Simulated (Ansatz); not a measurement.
A set of 12 reactions (atomization), with CCSD(T)/CBS values in kJ/mol:

| reaction | ΔE |
| --- | --- |
| `SC[SiH2]S` → C• + 6 H• + 2 S• + Si• | 3218.8 |
| `BB(F)/C=C/C` → 2 B• + 3 C• + F• + 7 H• | 5259.8 |
| `[F][Ge][SH]` → F• + Ge• + H• + S• | 1239.0 |
| `O=C[CH2][ZnH]` → 2 C• + 4 H• + O• + Zn (atom) | 2795.1 |
| `N[SiH2]O[Si](N)(Cl)Cl` → 2 Cl• + 6 H• + 2 N• + O• + 2 Si• | 4767.8 |
| `CC1=N[Si]1(F)F` → 2 C• + 2 F• + 3 H• + N• + Si• | 3843.1 |
| `CC[P+](CC)(CC)[Ag-][O]C` → Ag• + 7 C• + 18 H• + O• + P• | 10499.2 |
| `CC(F)=C(F)F` → 3 C• + 3 F• + 3 H• | 3694.1 |
| `N[Si](F)[SiH3]`• → F• + 5 H• + N• + 2 Si• | 2906.9 |
| `O[SiH2][Ga]1[CH2][S]1` → C• + Ga• + 5 H• + O• + S• + Si• | 3313.3 |
| `Cc1nccs1` → 4 C• + 5 H• + N• + S• | 4749.2 |
| `[CH2]1[AlH][Se]1` → Al• + C• + 3 H• + Se• | 1858.3 |

Program: Ansatz. Geometries: PBE0-D4/def2-TZVP. ΔE: electronic, gas phase. CCSD(T)/CBS adds triple-zeta CCSD(T) − MP2 to the extrapolated MP2 energy (def2 sets, frozen cores). This one scheme is used for every species, atoms too. DFT in def2-TZVPP. B3LYP here is the variant with VWN-RPA as its local correlation; programs differ in this. No spin–orbit coupling; open shells (•) take unrestricted orbitals. Spin–orbit coupling would lower the free atoms: a little for Al, B, C, Cl, F, O, S, Si; clearly for Ga, Ge, Se. def2 core potentials past Kr. Bonds to Ag, Ga, Ge, Se, Zn are less sure, by a few kJ/mol each and by 10 to 20 or more in all where they break to atoms, as the def2 sets lack core-valence functions. Scalar relativity is left out up to krypton. One conformer a species, not always the lowest.

Task: Give the mean, mean absolute and largest difference (level minus CCSD(T)/CBS, kJ/mol) for: PBE-D4, PBE0-D4, B3LYP-D4, ωB97X-V, ωB97M-V, PBE0, MP2/def2-TZVPP, SCS-MP2/def2-TZVPP, CCSD/def2-TZVPP, CCSD(T)/def2-TZVPP, HF/def2-QZVPP, MP2/def2-QZVPP, HF/CBS(def2), MP2/CBS(def2). (An estimate is asked.)

Result: Ansatz gave: 
```
             level     mean  mean absolute  largest
            PBE-D4     93.4           93.4    222.4
           PBE0-D4     12.1           36.3     95.6
          B3LYP-D4     -5.6           19.6    -51.6
           ωB97X-V     15.5           16.9     29.2
           ωB97M-V     13.8           19.9     42.9
              PBE0     -9.7           39.3    -89.1
    MP2/def2-TZVPP    -30.8           40.6   -133.9
SCS-MP2/def2-TZVPP    -61.5           61.5   -169.6
   CCSD/def2-TZVPP   -180.7          180.7   -399.0
CCSD(T)/def2-TZVPP   -112.6          112.6   -250.2
     HF/def2-QZVPP  -1122.5         1122.5  -2792.8
    MP2/def2-QZVPP     36.2           41.9     89.4
      HF/CBS(def2)  -1121.4         1121.4  -2790.6
     MP2/CBS(def2)     81.8           81.8    142.0
```

The largest T1 diagnostic in the set is 0.018, for Al• (customary mark 0.045).

CCSD(T)/CBS is a level of theory with its own doubt, and the functionals carry their triple-zeta basis error, so these figures describe this set and don't rank the functionals.
